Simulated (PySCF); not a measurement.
Al2FH2O (calculated)

Calculation on a computer-drawn molecule: the log of a Hartree-Fock and frozen-core CCSD(T) single point meant for a local Hartree-Fock minimum, with one planted fault or none, to be diagnosed. Offsets are logged minus clean, where the clean run is the same molecule without the fault. The reference is restricted for singlets and unrestricted otherwise, and also for a bond in bohr or an excited solution. Adding or removing an electron swaps singlet and doublet. The excited solution moves the top pair (singlet) or top alpha electron (doublet) to the lowest empty orbital. Highest occupied and lowest empty are orbital energies over both spins, largest force is the largest gradient component, triples share is (T) over the correlation energy, the T1 limit is 0.02 restricted and 0.045 unrestricted, electrons count all cores, a negative frequency is imaginary (commonest isotopes), and the dipole is about the centre of nuclear charge. Program: PySCF 2.14.0.

Entry: Al2FH2O

Logged structure:
```xyz
6
Al2FH2O
F      1.5131    -1.0997     0.9722
Al     0.9717     0.4670     1.0225
O      0.0584     1.0349    -0.2575
Al    -0.8539     1.5108    -1.5936
H     -0.1137     2.1528    -2.8268
H     -2.4161     1.3142    -1.5534
```

| Property | Result |
| --- | --- |
| meant charge | 0 |
| meant multiplicity | 2 |
| meant basis | cc-pV(D+d)Z |
| logged electrons | 46 |
| logged basis functions | 84 |
| logged SCF converged | yes |
| logged spin squared | 0 |
| logged highest occupied | -0.6609 eV |
| logged lowest empty | 5.1781 eV |
| logged largest force | 0.057461 hartree/bohr |
| logged T1 diagnostic | 0.020223 |
| logged D1 diagnostic | 0.065199 |
| logged triples share | 0.021734 |
| logged CC converged | yes |
| logged dipole magnitude | 7.1285 debye |
| logged SCF stable within its kind | yes |
| logged energy HF | -659.46859 hartree |
| logged energy CCSD(T) | -660.01135 hartree |
| possible faults | no fault, one electron removed, one electron added, multiplicity raised by two, geometry at a saddle point, SCF held on an excited solution, minimal basis STO-3G, one bond length entered in bohr, all coordinates scaled |
| planted fault | one electron added |
| HF energy offset from clean run | 2.723 kcal/mol |
| CCSD(T) energy offset from clean run | -20.12 kcal/mol |

Drawn bonds:
```tsv
atom	other atom	order
1	2	1
2	3	1
3	4	1
4	5	1
4	6	1
```

Notes: T1 above single-reference limit.
